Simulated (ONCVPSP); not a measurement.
**bromine (Br): ONCV pseudisation with PBE, scalar-relativistic reference atom.**

ONCVPSP 4.0.1 input, shortened (lines: element, Z, core and valence counts, functional; n l f; lmax; l rc ep ncon nbas qcut; lloc lpopt rc5 dvloc0; l nproj debl; icmod fcfact rcfact), PBE, scalar-relativistic:

```
  Br 35.00    5    3        4      upf
    1    0    2.00
    2    0    2.00
    2    1    6.00
    3    0    2.00
    3    1    6.00
    3    2   10.00
    4    0    2.00
    4    1    5.00
    2
    0    1.50    0.00    4    7    3.70
    1    1.20    0.00    3    7    6.50
    2    0.50    0.00    3    7   22.40
    4    5    0.40    0.00
    0    3    0.40
    1    2    3.80
    2    2    1.40
    2    0.40    1.00
```

In the s channel the program set the typed energies aside and used -0.740, 0.250, 0.650 Ha. In the d channel the program set the typed energies aside and used -2.452, 0.250 Ha.

* Cutoffs needed: 314 Ha and 951 Ha (the cutoffs (Ha) at which the residual kinetic energy of the hardest occupied pseudo-wave falls to 1 and 0.1 mHa per electron)
* Ghost test: ghosts flagged at negative energy: s at -1059.0 eV, s at -340.4 eV, p at -109.5 eV; GHOST(+) flagged for s at 208.5 eV; a true bound ghost makes a file unfit for plane-wave use
* Largest excitation error: -884 meV (all-electron minus pseudo) for 3d9 4s2 4p6, out of 4 test configurations
* rms error of d²Exc/dni dnj: 8.36 mHa without and 3.56 mHa with the model core
